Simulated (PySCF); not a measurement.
**Excitation energy of Co by level of theory**

Co [Ar] 3d7 4s2 (4F) → Co [Ar] 3d9 (2D), as a difference of total energies. All numbers are calculated (PySCF 2.14, scalar relativity by spin-free X2C-1e, in ANO-RCC-VTZP). Correlated levels: valence and next inner shell: [Ne] frozen. The calculations carry no spin-orbit coupling.

| method | excitation energy (cm⁻¹) |
| --- | --- |
| UHF | 65513 |
| MP2 (valence and next inner shell) | 19782 |
| SCS-MP2 (valence and next inner shell) | 26001 |
| CCSD (valence and next inner shell) | 40894 |
| CCSD(T) (valence and next inner shell) | 39632 |

A first-order spin-orbit estimate (lowest level to lowest level, LS coupling) adds 0.051 eV.
